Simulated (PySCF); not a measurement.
Gas-phase equilibrium of 1 mol GeF4, 68 mol H2 at 800 K and 1.01 bar, among 16 species (GeH4, Ge2H6, F2, GeF2, GeF3, F, H, GeH3F, GeHF3, HF, H2, Ge3H8, GeH3, GeH2F2, GeH2, GeF4). Only gases are allowed; each row takes one source of thermochemistry for all species, and Cantera finds the minimum.

Computed with PySCF and rigid-rotor harmonic-oscillator thermochemistry at 1 bar. † marks an energy on the PBE0/def2-TZVP geometry and frequencies; other levels use their own. MP2 freezes the core. The species in the table below are closed-shell singlets. B3LYP is the form with VWN-RPA correlation. Ge: all electrons, no relativistic terms. GeHF3, GeH2F2: computed as isolated molecules; such fragments, hydroxides, amides, oligomers or adducts are transient or little studied in the gas. MP2 isn't extrapolated to the basis-set limit. The harmonic model lacks anharmonicity and excited electronic states, which grow with temperature; levels with a mode under 35 cm⁻¹ are left out.

Molecules larger than those listed are left out, and so are free Ge atoms, whose spin-orbit terms are large. Also missing: (HF)n, which can matter at low temperature or high pressure. Table species left out: H2F2, H3F3, H4F4.

With B3LYP/def2-TZVP† thermochemistry: H2 0.96, HF 0.029, GeF2 0.014, GeF4 2.3e-7, GeHF3 1.1e-6, GeH2F2 3.7e-8.

How far does the composition move with the other sources (HF/def2-TZVP†, M06-2X/def2-TZVP†, MP2/def2-TZVPP†, PBE0/def2-TZVP, LDA/def2-TZVP†)?


```json
[
 {"thermochemistry": "B3LYP/def2-TZVP†", "x H2": "0.96", "x HF": "0.029", "x GeF2": "0.014", "x GeF4": "2.3e-7", "x GeHF3": "1.1e-6", "x GeH2F2": "3.7e-8"},
 {"thermochemistry": "HF/def2-TZVP†", "x H2": "0.96", "x HF": "0.027", "x GeF2": "0.013", "x GeF4": "0.00040", "x GeHF3": "0.0011", "x GeH2F2": "3.9e-5"},
 {"thermochemistry": "M06-2X/def2-TZVP†", "x H2": "0.96", "x HF": "0.022", "x GeF2": "0.011", "x GeF4": "0.0029", "x GeHF3": "0.00085", "x GeH2F2": "2.2e-6"},
 {"thermochemistry": "MP2/def2-TZVPP†", "x H2": "0.96", "x HF": "0.028", "x GeF2": "0.014", "x GeF4": "0.00015", "x GeHF3": "0.00044", "x GeH2F2": "1.5e-5"},
 {"thermochemistry": "PBE0/def2-TZVP", "x H2": "0.96", "x HF": "0.029", "x GeF2": "0.014", "x GeF4": "3.3e-6", "x GeHF3": "3.1e-5", "x GeH2F2": "2.4e-6"},
 {"thermochemistry": "LDA/def2-TZVP†", "x H2": "0.96", "x HF": "0.028", "x GeF2": "0.014", "x GeF4": "1.1e-5", "x GeHF3": "0.00015", "x GeH2F2": "9.5e-6"}
]
```
The most sensitive of these is GeF4: it spans a factor of 10^4.1 over these rows; at this temperature one factor of ten is RT ln 10 = 15 kJ/mol.
